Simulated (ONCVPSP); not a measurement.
**Zr (Z = 40): one change to an ONCV potential, before and after**

- Element: Zr (Z = 40)
- Generator: ONCVPSP 4.0.1
- Type: optimised norm-conserving Vanderbilt (ONCV)
- Functional: PW91
- Relativity: fully relativistic
- Frozen core: [Ar] 3d10
- Valence charge: 12
- Reference configuration: 4s2 4p6 4d2 5s1.5 5p0.5
- Partial waves: 4s+5s: rc 1.70 bohr, ncon 4, nbas 9, qcut 6.1 1/bohr, 2 projectors; 4p+5p: rc 2.30 bohr, ncon 4, nbas 7, qcut 7.5 1/bohr, 2 projectors; 4d: rc 2.80 bohr, ncon 3, nbas 8, qcut 5.7 1/bohr, 2 projectors, debl 3.7 Ha
- Local potential: polynomial inside 1.10 bohr (lpopt 2, dvloc0 3 Ha)
- Core correction: none

Open shells are filled in proportion to 2j + 1.

Change: p: rc 1.88.

Cutoffs: the cutoffs (Ha) at which the residual kinetic energy of the hardest occupied pseudo-wave falls to 1 and 0.1 mHa per electron; they do not see the model core or the augmentation charge, which bear on the density cutoff. Errors are all-electron minus pseudo energies relative to the spin-unpolarised reference configuration.

Task: Predict the effect on cutoff, ghosts and configuration errors.

Result: The potential gets neither clearly harder nor softer (15 Ha and 18 Ha → 15 Ha and 20 Ha); the s channel sets the loose cutoff, while the largest relative change is in p, which becomes harder; the errors of the 4 common tests hardly move; neither file shows a bound ghost.

| quantity | base | changed |
| --- | --- | --- |
| cutoff, loose | 15 Ha | 15 Ha |
| cutoff, tight | 18 Ha | 20 Ha |
| loose cutoff by channel | s 15 Ha, p 11 Ha, d 10 Ha | s 15 Ha, p 14 Ha, d 10 Ha |
| bound ghosts | none | none |
| GHOST(+) flags under 300 eV | none | none |
| error for 4s2 4p6 4d2 5s2 5p0, meV [ΔE -1.51 eV] | -0.1 | 0.0 |
| error for 4s2 4p6 4d2 5s1 5p0, meV [ΔE 5.68 eV] | +0.1 | +0.1 |
| error for 4s2 4p6 4d2 5s0 5p0, meV [ΔE 18.66 eV] | -2.5 | -2.5 |
| error for 4s1 4p6 4d2 5s2 5p0, meV [ΔE 59.07 eV] | -110 | -118 |
| s: phases at 1.72 bohr within 0.05 rad from the reference energy up to (Ha; the scan ends near 5) | to the end of the scan | to the end of the scan |
| d5/2: phases at 2.84 bohr within 0.05 rad from the reference energy up to (Ha; the scan ends near 5) | 0.7 | 0.7 |
| d3/2: phases at 2.84 bohr within 0.05 rad from the reference energy up to (Ha; the scan ends near 5) | 0.7 | 0.7 |
